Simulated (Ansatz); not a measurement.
The cluster GaSi₄. Total charge 0; doublet. Geometry B3LYP-D4/def2-SVP, basis def2-TZVP, Ansatz.

```xyz
5

Ga   -2.1859   -0.2617    1.3455
Si   -0.3376    0.7389   -0.8245
Si    1.7233    1.6740   -0.4166
Si   -0.6261   -1.5777   -0.2671
Si    1.4264   -0.5735    0.1628
```

| run | HOMO (eV) | LUMO (eV) |
| --- | --- | --- |
| A | -6.04 | -2.61 |
| B | -5.08 | -3.96 |
| C | -5.23 | -3.57 |
| D | -4.76 | -4.10 |
| E | -5.54 | -3.43 |

B3LYP takes the VWN-RPA correlation. The structure comes from a short search, and lower isomers may exist.

HOMO and LUMO are taken over both spins.

Task: The runs used B3LYP, BHLYP, PBE, PBE0, r2SCAN. Estimate which is which.

Result: A BHLYP (50 % exact exchange); B r2SCAN (0 % exact exchange); C B3LYP (20 % exact exchange); D PBE (0 % exact exchange); E PBE0 (25 % exact exchange). Exact exchange lowers occupied and raises empty levels; among semilocal functionals meta-GGAs tend to open the gap a little, and such runs are hard to tell apart. The gap grows from 0.66 eV (PBE) to 3.43 eV (BHLYP).
